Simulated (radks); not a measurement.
Task: Species: the osmium ion Os+. Configuration: [Xe] 4f14 5d6 6s1. Method: scalar-relativistic Kohn-Sham, BLYP, spin-unpolarised, spherical densities, point nucleus; computed with a radial shooting solver on a logarithmic mesh with Libxc functionals. Some entries of the table are withheld. Estimate them.

orbital,occ.,eigenvalue (Ry),<r> (bohr)
1s,2,-5431.281,0.01773
2s,2,-946.3879,0.07488
2p,6,-824.0739,0.06727
3s,2,(1),0.1939
3p,6,-184.7646,0.1945
3d,10,-144.6781,0.1762
4s,2,-47.01045,0.4318
4p,6,-35.23632,0.4594
4d,10,-20.62851,0.4890
5s,2,-7.31464,(2)
4f,14,-4.39874,0.5567
5p,6,-4.32061,1.169
5d,6,-1.03022,1.761
6s,1,-0.96623,(3)

Result: 
(1) 3s eigenvalue (Ry): -220.6691
(2) 5s <r> (bohr): 1.006
(3) 6s <r> (bohr): 2.789
